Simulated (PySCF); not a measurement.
Cl⁺: excitation energy

Cl⁺ [Ne] 3s2 3p4 (3P) → Cl⁺ [Ne] 3s2 3p3 4s1 (5S), as a difference of total energies. All numbers are calculated (PySCF 2.14, no relativity, point nucleus, in aug-cc-pwCVTZ). Correlated levels: valence: [Ne] frozen; valence and next inner shell: 1s2 frozen; nothing frozen. The calculations carry no spin-orbit coupling.

```tsv
method	excitation energy (eV)
UHF	12.670
LDA	13.333
PBE	13.320
PBE0	13.423
r2SCAN	13.626
BP86	13.463
wB97X	13.938
TPSSh	13.651
revPBE	13.380
MP2 (valence)	13.055
SCS-MP2 (valence)	13.284
MP2 (valence and next inner shell)	13.070
SCS-MP2 (valence and next inner shell)	13.292
MP2 (all electrons)	13.072
SCS-MP2 (all electrons)	13.294
```

How much does correlation contribute at MP2 (all electrons)?

13.072 − (12.670) = 0.402 eV, measured against UHF.

Errors of the correlated levels include the incompleteness of this basis and the frozen core.

For comparison: 13.333 eV (measured; NIST levels, between the centres of gravity of the two terms).
